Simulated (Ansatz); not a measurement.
`BN(C)[SiH2][SiH3]` + `[NH2][GeH3]` → `B[NH][GeH3]` + `CN[SiH2][SiH3]` at 400 K and 1 bar (ligand exchange at a B–N bond).

Gas-phase electronic energies from Ansatz, PBE0-D4/def2-TZVP geometries. CBS: MP2 limit from def2 TZ/QZ plus the TZ coupled-cluster correction, frozen cores. For Ge outer-core shells are correlated without core-valence functions, which leaves a few kJ/mol of doubt a bond. Scalar relativity is left out up to krypton. Each species was taken in one conformer, which may not be the lowest.

```json
{"species": "`BN(C)[SiH2][SiH3]`", "CCSD(T)/CBS energy (Eh)": "-701.75815", "H − E (kJ/mol)": "326.7", "S (J/(mol·K))": "421.8"}
{"species": "`[NH2][GeH3]`", "CCSD(T)/CBS energy (Eh)": "-2133.81884", "H − E (kJ/mol)": "149.5", "S (J/(mol·K))": "296.9"}
{"species": "`B[NH][GeH3]`", "CCSD(T)/CBS energy (Eh)": "-2159.24687", "H − E (kJ/mol)": "187.7", "S (J/(mol·K))": "333.1"}
{"species": "`CN[SiH2][SiH3]`", "CCSD(T)/CBS energy (Eh)": "-676.32808", "H − E (kJ/mol)": "289.2", "S (J/(mol·K))": "404.8"}
```

H − E and S are ideal-gas, rigid-rotor, harmonic terms from PBE0-D4/def2-TZVP, for one conformer and one mirror image of each species. 1 Eh = 2625.50 kJ/mol, R = 8.31446 J/(mol·K).

By hand: ΔE, ΔH, ΔS and ΔG.

ΔE = (-2159.24687) + (-676.32808) − (-701.75815) − (-2133.81884) = 0.00204 Eh = 5.4 kJ/mol. Δ(H − E) = 187.7 + 289.2 − 326.7 − 149.5 = 0.7, so ΔH = 6.1 kJ/mol. ΔS = 333.1 + 404.8 − 421.8 − 296.9 = 19.2 J/(mol·K). ΔG = 6.1 − 400 × (19.2)/1000 = -1.6 kJ/mol.

By hand: the equilibrium constant, and the temperature at which ΔG would vanish if ΔH and ΔS stayed fixed.

log₁₀ K = −ΔG/(RT ln 10) = 0.2. ΔG = 0 at ΔH/ΔS = 318 K, though so small a ΔH makes that figure unsure.

TΔS isn't small against ΔH here. The sign of ΔG lies within the doubt. A doubt of 5 kJ/mol in ΔE shifts log₁₀ K by 0.7 here. Other conformers and mirror images would add mixing entropy, several J/(mol·K) or more a flexible species. Modes under 60 cm⁻¹, often nearly free rotors, make the harmonic entropy too high. These are equilibria of isolated gas molecules and say nothing of rates. Largest T1 diagnostic: 0.013 (customary marks: 0.02 for closed shells, 0.045 for open ones).
